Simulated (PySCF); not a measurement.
# Fractional electron number in Pd (palladium, neutral)

The 4d beta orbital of [Kr] 4d10 is emptied in steps (occupation f), with all orbitals relaxed, ending at [Kr] 4d9. All numbers are calculated (PySCF 2.14, scalar relativity through the core potential, in aug-cc-pVTZ-PP with ECP28MDF (6s6p5d3f2g, 88 functions)). The exact energy is a straight line in f; departures are measured from the line between the end points of the same method.

```tsv
f	PBE0 (eV)	r2SCAN (eV)
1	0.000	0.000
0.75	-0.578	-0.855
0.5	-0.786	-1.155
0.25	-0.600	-0.877
0	0.000	0.000
```

| method | E(f=0) − E(f=1) (eV) | −ε at f=1 (eV) | −ε at f=0.5 (eV) |
| --- | --- | --- | --- |
| PBE0 | 8.375 | 5.366 | 8.318 |
| r2SCAN | 8.420 | 3.974 | 8.361 |

Orbital energy along the path (eV):

| f | PBE0 | r2SCAN |
| --- | --- | --- |
| 1 | -5.366 | -3.974 |
| 0.75 | -6.782 | -6.105 |
| 0.5 | -8.318 | -8.361 |
| 0.25 | -9.936 | -10.721 |
| 0 | -11.624 | -13.143 |

Reference removal energy between the ground levels: 8.337 eV (measured; NIST Atomic Spectra Database, ionization energies). The calculation has no spin-orbit coupling.
